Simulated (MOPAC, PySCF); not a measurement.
CH2B2, SMILES `B1=CB1`, neutral singlet in the gas phase. 

Cartesian coordinates (Å):
SMILES: B1=CB1
```xyz
5

B     -0.2576     1.2592     0.1058
C     -0.8168     0.0266     0.0174
B      0.7885     0.1706    -0.0009
H     -1.4018    -0.8734    -0.0439
H      1.6877    -0.5829    -0.0785
```
Charge 0, multiplicity 1.

All levels are single points at this geometry (B3LYP-D3(BJ)/def2-TZVP); Pople sets use spherical d functions. Orbital energies aren't observables, and empty levels follow the basis.

BP86/6-31G* in PySCF gives dipole (D) = 1.07.

Estimate the dipole (D) from each of these levels: TPSSh-D3(BJ)/def2-TZVP in PySCF; B3LYP/6-311+G** in PySCF; M06-2X/6-31G* in PySCF; PBE/6-31G* in PySCF; PM6 in MOPAC.


```
level                            dipole (D)
-------------------------------  ----------
TPSSh-D3(BJ)/def2-TZVP in PySCF        1.07
B3LYP/6-311+G** in PySCF               1.01
M06-2X/6-31G* in PySCF                 0.97
PBE/6-31G* in PySCF                    1.08
PM6 in MOPAC                           0.92
```
